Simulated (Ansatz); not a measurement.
A structure relaxed at PBE-D4/def2-SVP in Ansatz, charge 0, singlet:

Cartesian coordinates in Å:
```
Ga -0.580 1.345 0.180
Ga -1.133 -0.332 1.940
Ga -1.505 -1.073 -0.767
Ga 1.585 -0.008 1.219
Ga 1.100 -1.021 -1.166
F 0.532 1.089 -1.406
```

**Question.** Give its formula and point group.

**Answer.** the cluster Ga5F. Point group Cs (tolerance 0.1 Å).

**Question.** Summarise the bond lengths by kind (pairs closer than 1.2 times the sum of covalent radii, bridged metal pairs left out).

**Answer.** 7 × Ga–Ga 2.49 to 2.83 Å; 1 × F–Ga 1.95 Å.

The restricted singlet is unstable towards broken spin symmetry in Hartree–Fock (as tested in another run); at PBE-D4/def2-SVP this wasn't settled. The structure comes from a short search, and lower isomers may exist.
